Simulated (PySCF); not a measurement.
# Energy of Zn²⁺ (zinc, charge +2) between two integer charges

The 3d beta orbital of [Ar] 3d10 is emptied in steps (occupation f), with all orbitals relaxed, ending at [Ar] 3d9. Computed with PySCF 2.14 in aug-cc-pVTZ-DK (8s7p5d3f2g, 93 functions), with the spin-free X2C one-electron Hamiltonian (Gaussian nucleus). The exact energy is a straight line in f; departures are measured from the line between the end points of the same method.

```json
{"f": "1", "UHF (eV)": "0.000", "LDA (eV)": "0.000", "PBE (eV)": "0.000"}
{"f": "0.9", "UHF (eV)": "0.391", "LDA (eV)": "-0.862", "PBE (eV)": "-0.835"}
{"f": "0.7", "UHF (eV)": "0.880", "LDA (eV)": "-2.030", "PBE (eV)": "-1.964"}
{"f": "0.5", "UHF (eV)": "1.012", "LDA (eV)": "-2.437", "PBE (eV)": "-2.354"}
{"f": "0.3", "UHF (eV)": "0.821", "LDA (eV)": "-2.064", "PBE (eV)": "-1.990"}
{"f": "0.1", "UHF (eV)": "0.340", "LDA (eV)": "-0.891", "PBE (eV)": "-0.858"}
{"f": "0", "UHF (eV)": "0.000", "LDA (eV)": "0.000", "PBE (eV)": "0.000"}
```

```json
{"method": "UHF", "E(f=0) − E(f=1) (eV)": "36.968", "−ε at f=1 (eV)": "41.394", "−ε at f=0.5 (eV)": "36.793"}
{"method": "LDA", "E(f=0) − E(f=1) (eV)": "40.767", "−ε at f=1 (eV)": "31.231", "−ε at f=0.5 (eV)": "40.667"}
{"method": "PBE", "E(f=0) − E(f=1) (eV)": "40.094", "−ε at f=1 (eV)": "30.849", "−ε at f=0.5 (eV)": "40.016"}
```

Orbital energy along the path (eV):

| f | UHF | LDA | PBE |
| --- | --- | --- | --- |
| 1 | -41.394 | -31.231 | -30.849 |
| 0.9 | -40.373 | -33.062 | -32.636 |
| 0.7 | -38.488 | -36.811 | -36.282 |
| 0.5 | -36.793 | -40.667 | -40.016 |
| 0.3 | -35.265 | -44.618 | -43.826 |
| 0.1 | -33.887 | -48.656 | -47.695 |
| 0 | -33.249 | -50.703 | -49.647 |

Reference removal energy between the ground levels: 39.723 eV (measured; NIST Atomic Spectra Database, ionization energies). The calculation has no spin-orbit coupling. UHF lacks correlation.
